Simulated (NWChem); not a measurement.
C₂H₅NOSi; SMILES C[SiH2]OC#N

```xyz
10

C     -1.2244    -1.5682     0.1599
Si     0.5188    -1.0370    -0.1977
O      0.7532     0.5674     0.4053
C      0.0617     1.5886     0.0752
N     -0.5587     2.5299    -0.2086
H     -1.9453    -0.8950    -0.3297
H     -1.4249    -1.5674     1.2418
H     -1.3952    -2.5870    -0.2229
H      1.5473    -1.8085     0.5421
H      0.8165    -0.9951    -1.6557
```
Atoms are numbered in this order, from 1.

Coordinates come from a PBE0/def2-SVP optimisation.

Question: List the 4 lowest vertical singlet excitations from PBE/def2-SVP, TDA (NWChem).

Answer: 
```
state  energy (eV)  oscillator strength  leading excitation (squared amplitude)
-----  -----------  -------------------  --------------------------------------
S1            6.03                0.001                      HOMO → LUMO (1.00)
S2            6.38                0.008                    HOMO−1 → LUMO (0.99)
S3            7.04                0.011                    HOMO → LUMO+1 (0.84)
S4            7.12                0.016                    HOMO−2 → LUMO (0.85)
```
